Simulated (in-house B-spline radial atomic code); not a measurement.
Orbital energies and mean radii along the 45-electron series, configuration 1s2 2s2 2p6 3s2 3p6 3d10 4s2 4p6 4d3/2(4) 4d5/2(5). The effective charge is n√(-2ε), a non-relativistic measure. Computed with a B-spline radial code for spherical atoms: Dirac-Hartree-Fock, jj configuration that fills j = l - 1/2 first, finite nuclei.

```json
{"ion": "Pd+", "Z": "46", "energy of 4p3/2 (Eh)": "-2.766", "mean radius of 4p3/2 (bohr)": "1.0576", "energy of 3d5/2 (Eh)": "-13.547", "mean radius of 3d5/2 (bohr)": "0.3581", "energy of 4d3/2 (Eh)": "-0.77204", "mean radius of 4d3/2 (bohr)": "1.4261", "energy of 3p3/2 (Eh)": "-20.869", "mean radius of 3p3/2 (bohr)": "0.38007", "effective charge of 4p3/2": "9.4081"}
{"ion": "Ag2+", "Z": "47", "energy of 4p3/2 (Eh)": "-3.49", "mean radius of 4p3/2 (bohr)": "1.0101", "energy of 3d5/2 (Eh)": "-15.227", "mean radius of 3d5/2 (bohr)": "0.3463", "energy of 4d3/2 (Eh)": "-1.344", "mean radius of 4d3/2 (bohr)": "1.2873", "energy of 3p3/2 (Eh)": "-22.842", "mean radius of 3p3/2 (bohr)": "0.36907", "effective charge of 4p3/2": "10.568"}
{"ion": "Cd3+", "Z": "48", "energy of 4p3/2 (Eh)": "-4.31", "mean radius of 4p3/2 (bohr)": "0.96562", "energy of 3d5/2 (Eh)": "-17.055", "mean radius of 3d5/2 (bohr)": "0.33527", "energy of 4d3/2 (Eh)": "-2.008", "mean radius of 4d3/2 (bohr)": "1.1821", "energy of 3p3/2 (Eh)": "-24.966", "mean radius of 3p3/2 (bohr)": "0.35866", "effective charge of 4p3/2": "11.744"}
{"ion": "In4+", "Z": "49", "energy of 4p3/2 (Eh)": "-5.2151", "mean radius of 4p3/2 (bohr)": "0.92432", "energy of 3d5/2 (Eh)": "-19.018", "mean radius of 3d5/2 (bohr)": "0.32492", "energy of 4d3/2 (Eh)": "-2.7551", "mean radius of 4d3/2 (bohr)": "1.0978", "energy of 3p3/2 (Eh)": "-27.23", "mean radius of 3p3/2 (bohr)": "0.34879", "effective charge of 4p3/2": "12.918"}
{"ion": "Sn5+", "Z": "50", "energy of 4p3/2 (Eh)": "?", "mean radius of 4p3/2 (bohr)": "?", "energy of 3d5/2 (Eh)": "?", "mean radius of 3d5/2 (bohr)": "?", "energy of 4d3/2 (Eh)": "?", "mean radius of 4d3/2 (bohr)": "?", "energy of 3p3/2 (Eh)": "?", "mean radius of 3p3/2 (bohr)": "?", "effective charge of 4p3/2": "?"}
{"ion": "Sb6+", "Z": "51", "energy of 4p3/2 (Eh)": "-7.259", "mean radius of 4p3/2 (bohr)": "0.8509", "energy of 3d5/2 (Eh)": "-23.328", "mean radius of 3d5/2 (bohr)": "0.30602", "energy of 4d3/2 (Eh)": "-4.4807", "mean radius of 4d3/2 (bohr)": "0.96788", "energy of 3p3/2 (Eh)": "-32.154", "mean radius of 3p3/2 (bohr)": "0.33053", "effective charge of 4p3/2": "15.241"}
{"ion": "Te7+", "Z": "52", "energy of 4p3/2 (Eh)": "-8.3916", "mean radius of 4p3/2 (bohr)": "0.81833", "energy of 3d5/2 (Eh)": "-25.668", "mean radius of 3d5/2 (bohr)": "0.29737", "energy of 4d3/2 (Eh)": "-5.4538", "mean radius of 4d3/2 (bohr)": "0.91597", "energy of 3p3/2 (Eh)": "-34.808", "mean radius of 3p3/2 (bohr)": "0.32206", "effective charge of 4p3/2": "16.387"}
{"ion": "I8+", "Z": "53", "energy of 4p3/2 (Eh)": "?", "mean radius of 4p3/2 (bohr)": "?", "energy of 3d5/2 (Eh)": "?", "mean radius of 3d5/2 (bohr)": "?", "energy of 4d3/2 (Eh)": "?", "mean radius of 4d3/2 (bohr)": "?", "energy of 3p3/2 (Eh)": "?", "mean radius of 3p3/2 (bohr)": "?", "effective charge of 4p3/2": "?"}
{"ion": "Xe9+", "Z": "54", "energy of 4p3/2 (Eh)": "-10.869", "mean radius of 4p3/2 (bohr)": "0.76015", "energy of 3d5/2 (Eh)": "-30.706", "mean radius of 3d5/2 (bohr)": "0.28145", "energy of 4d3/2 (Eh)": "-7.6123", "mean radius of 4d3/2 (bohr)": "0.82954", "energy of 3p3/2 (Eh)": "-40.487", "mean radius of 3p3/2 (bohr)": "0.30629", "effective charge of 4p3/2": "18.65"}
```

**Question.** Fill in the row of Sn5+.

**Answer.** energy of 4p3/2 (Eh): -6.1993; mean radius of 4p3/2 (bohr): 0.88615; energy of 3d5/2 (Eh): -21.11; mean radius of 3d5/2 (bohr): 0.31519; energy of 4d3/2 (Eh): -3.5804; mean radius of 4d3/2 (bohr): 1.0277; energy of 3p3/2 (Eh): -29.627; mean radius of 3p3/2 (bohr): 0.33943; effective charge of 4p3/2: 14.085.

**Question.** Fill in the row of I8+.

**Answer.** energy of 4p3/2 (Eh): -9.5954; mean radius of 4p3/2 (bohr): 0.78816; energy of 3d5/2 (Eh): -28.128; mean radius of 3d5/2 (bohr): 0.28919; energy of 4d3/2 (Eh): -6.498; mean radius of 4d3/2 (bohr): 0.87026; energy of 3p3/2 (Eh): -37.586; mean radius of 3p3/2 (bohr): 0.31399; effective charge of 4p3/2: 17.523.

**Question.** How does the screening of 4p3/2 change?

**Answer.** Z less the effective charge goes from 36.59 at Z = 46 to 35.35 at Z = 54.
